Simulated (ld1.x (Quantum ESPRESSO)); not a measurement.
# Scattering properties, TM potential for terbium

```json
{"Element": "Tb", "Generator": "ld1.x (Quantum ESPRESSO) 7.5", "Type": "norm-conserving Troullier–Martins (Kleinman–Bylander form)", "Functional": "PBE", "Relativity": "scalar-relativistic", "Frozen core": "[Kr] 4d10", "Valence charge": "19", "Reference configuration": "4f8.5 5s2 5p6 5d0.5 6s2 6p0", "Partial waves": "5s (bound): rc 2.05 bohr; 5p (bound): rc 2.50 bohr; 4f (bound): rc 1.20 bohr; 5d (bound): rc 2.45 bohr", "Local potential": "the d channel", "Core correction": "none"}
```

Occupied shells without a wave of their own: 6s. They enter only through the test configuration that unscreens the potential.

The phase is arctan(r·u′/u) with u = r·R(r), unwrapped; energies in Ry, scanned from -6 to 5 Ry. A pole is an energy at which the radial function vanishes at the test radius. The pseudo phase is shifted by a multiple of π to meet the all-electron one at the reference energy, and phase errors are pseudo minus all-electron; the curves can meet again beyond the range given. Levels narrower than the energy grid can be missing from the lists of poles.

```
channel  radius (bohr)  reference energy (Ry)  poles, all-electron  poles, pseudo  unbroken range about the reference energy with phases within 0.05 rad  phase error 1 Ry above the reference energy (rad)
      s           2.70                  -3.63          -3.54, 3.43    -3.54, 4.38                                                             below -0.6                                             +0.003
      p           2.70                  -1.94          -1.69, 4.99    -1.69, 3.38                                                             below -0.1                                             -0.014
      d           2.70                  -0.14                 0.92           0.92                                                              below 3.1                                             -0.001
      f           2.70                  -0.43          -0.39, 4.09    -0.39, 4.65                                                              below 1.2                                             +0.012
```

The potential misses its own reference levels by up to 0.3 eV.

Phases in the f channel:

| E (Ry) | all-electron | pseudo |
| --- | --- | --- |
| -6.00 | 1.428 | 1.428 |
| -5.48 | 1.423 | 1.423 |
| -4.96 | 1.416 | 1.416 |
| -4.44 | 1.408 | 1.408 |
| -3.92 | 1.400 | 1.400 |
| -3.40 | 1.389 | 1.389 |
| -2.88 | 1.377 | 1.377 |
| -2.36 | 1.361 | 1.361 |
| -1.84 | 1.340 | 1.341 |
| -1.32 | 1.310 | 1.310 |
| -0.80 | 1.245 | 1.247 |
| -0.28 | -1.768 | -1.766 |
| 0.24 | -1.917 | -1.911 |
| 0.76 | -2.050 | -2.033 |
| 1.28 | -2.343 | -2.279 |
| 1.80 | -3.218 | -2.966 |
| 2.32 | -4.154 | -3.972 |
| 2.84 | -4.471 | -4.380 |
| 3.36 | -4.607 | -4.543 |
| 3.88 | -4.686 | -4.631 |
| 4.40 | -4.746 | -4.689 |
| 4.92 | -4.801 | -4.734 |
